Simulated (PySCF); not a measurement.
**Polarisability and C₆ of Ru (ruthenium, neutral)**

[Kr] 4d8, high-spin 3F determinant (an excited configuration). Computed with PySCF 2.14 in aug-cc-pVTZ-DK (9s8p6d3f2g, 102 functions), with scalar relativity by spin-free X2C-1e. Coupled (time-dependent) response in atomic units; α is the mean over directions.

```json
{"method": "UHF", "mean α (bohr³)": "30.32", "C₆ (like pair)": "212.6", "S(−4)": "985.2"}
{"method": "PBE", "mean α (bohr³)": "43.42", "C₆ (like pair)": "305.8", "S(−4)": "2737"}
```

S(−4) is the Cauchy moment in α(ω) = α(0) + S(−4) ω² + …

Spin-orbit coupling is absent.

α(iu) at PBE:

| u (hartree) | α(iu) (bohr³) |
| --- | --- |
| 0 | 43.42 |
| 0.0500 | 38.01 |
| 0.100 | 29.76 |
| 0.200 | 20.10 |
| 0.300 | 15.64 |
| 0.500 | 11.01 |
| 0.750 | 7.725 |
| 1.00 | 5.694 |
| 1.50 | 3.455 |
| 2.00 | 2.321 |
| 3.00 | 1.253 |
| 5.00 | 0.5318 |
